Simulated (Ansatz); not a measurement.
Consider the formal exchange of groups at a C–Si bond: `C[Si]1(Cl)CS1` + `COC=N` → `COC(C)=N` + `Cl[SiH]1CS1`.

Program: Ansatz. Geometries: PBE0-D4/def2-TZVP. ΔE: electronic, gas phase. CCSD(T)/CBS adds triple-zeta CCSD(T) − MP2 to the extrapolated MP2 energy (def2 sets, frozen cores). One conformer a species, not always the lowest.

```csv
species,CCSD/CBS(def2) energy (Eh)
`C[Si]1(Cl)CS1`,-1225.77992
`COC=N`,-208.92871
`COC(C)=N`,-248.19102
`Cl[SiH]1CS1`,-1186.50604
```

(1) Work out ΔE.

Largest T1 diagnostic among the species: 0.014.

## Answers

(1) ΔE = (-248.19102) + (-1186.50604) − (-1225.77992) − (-208.92871) = 0.01157 Eh = +7.3 kcal/mol. CCSD(T)/CBS gives +7.5 kcal/mol.

In def2-TZVPP, CCSD(T) changes the Hartree–Fock value by +1.6 kcal/mol (the triples alone add +0.2 kcal/mol) and MP2 by +2.3 kcal/mol.
